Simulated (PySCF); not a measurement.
benzoquinone (C6H4O2), singlet, geometry from GFN2-xTB. Base run: MP2/3-21G in PySCF.

PySCF was given this input:
```python
from pyscf import gto, scf, mp

mol = gto.Mole()
mol.atom = '''
    O     2.617185    0.519148   -0.010824
    C     1.426228    0.282908   -0.005899
    C     0.411737    1.354708    0.041550
    C    -0.897307    1.095045    0.046964
    C    -1.426228   -0.282908    0.005899
    O    -2.617185   -0.519148    0.010824
    C    -0.411737   -1.354708   -0.041550
    C     0.897307   -1.095045   -0.046964
    H     0.796049    2.364949    0.071695
    H    -1.637875    1.882153    0.081761
    H    -0.796049   -2.364949   -0.071695
    H     1.637875   -1.882153   -0.081761
'''
mol.basis = '3-21g'
mol.charge = 0
mol.spin = 0
mol.verbose = 4
mol.build()

mf = scf.RHF(mol)
mf.kernel()

pt = mp.MP2(mf, frozen=8)
pt.kernel()
print('E(MP2) = %.10f' % pt.e_tot)
```

The base run was repeated with changes; each row names its change, and settings that it needs were set with it.

```csv
change,basis functions,E (Eh),MP2 correlation (Eh),SCF-reference HOMO (eV),SCF-reference HOMO-LUMO gap (eV),core-seconds (rough)
base,80,-377.85849,-0.75888,-10.97,11.17,2
basis = STO-3G,44,-374.80111,-0.45328,-8.20,11.92,1
basis = 6-31G,80,-379.82377,-0.75842,-11.16,11.09,4
basis = pcseg-0,80,-378.87657,-0.77370,-11.38,11.11,2
basis = 6-31G*,120,-380.30883,-1.07731,-11.11,11.34,10
basis = def2-SV(P),120,-380.01314,-1.08569,-11.31,11.32,9
basis = pc-1,132,-380.24716,-1.11836,-11.37,11.20,10
basis = pcseg-1,132,-380.24235,-1.11859,-11.37,11.20,10
basis = 6-31G**,132,-380.33936,-1.10054,-11.11,11.34,10
basis = def2-SVP,132,-380.05067,-1.11128,-11.29,11.32,10
basis = cc-pVDZ,132,-380.37686,-1.11298,-11.14,11.34,20
```

Totals compare only among sets that treat the same electrons; sets with core potentials leave the core out.
